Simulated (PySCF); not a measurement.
**Relaxation of singlet HBiO**

Method: PBE0/[Bi def2-TZVP with ECP60, O def2-TZVP, H def2-TZVP], scalar-relativistic core potentials, density fitting, no spin–orbit coupling, PySCF. A (50,194) grid was used.

A hand-made bent start, of Cs symmetry, held to at least that symmetry:

Coordinates in bohr (charge 0 multiplicity 1):
```
Bi    0.2043    0.0000   -0.1607
O    -2.8606    0.0000    1.9854
H     3.0370    0.0000    1.8227
```

(1) What does it relax to?

(2) How much energy is released, and in how many steps?

## Answers

(1) It ends at Cs with Bi–H 1.829 Å, Bi–O 1.901 Å; H–Bi–O 98.7° (after a last refinement on a finer grid). A frequency run shows a minimum. Other isomers or separated fragments may lie lower.

(2) 18.2 kJ/mol in 5 steps.

No spin–orbit coupling is included, which matters more the heavier the element.
